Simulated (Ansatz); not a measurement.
System: isocyanic acid, CHNO, charge 0, multiplicity 1. 
Coordinates optimised at B3LYP-D3(BJ)/def2-TZVP (Ansatz, a program for electronic structure):
```
C
O 1 1.1640
N 1 1.2097 2 172.93
H 3 1.0049 1 125.93 2 -180.00
```

Basis-set convergence of Hartree-Fock and CCSD(T) correlation energies (hartree) with Ansatz. Correlated levels leave the core frozen unless marked. Spin-orbit coupling is left out. No relativistic terms.

```json
[
 {"basis": "aug-cc-pVDZ", "functions": "78", "E(HF)": "-167.79127", "E(corr, CCSD(T))": "-0.51191"},
 {"basis": "aug-cc-pVTZ", "functions": "161", "E(HF)": "…", "E(corr, CCSD(T))": "…"}
]
```

### Question
What belongs in the gaps?

### Answer

- aug-cc-pVTZ, E(HF): -167.83214
- aug-cc-pVTZ, E(corr, CCSD(T)): -0.61344
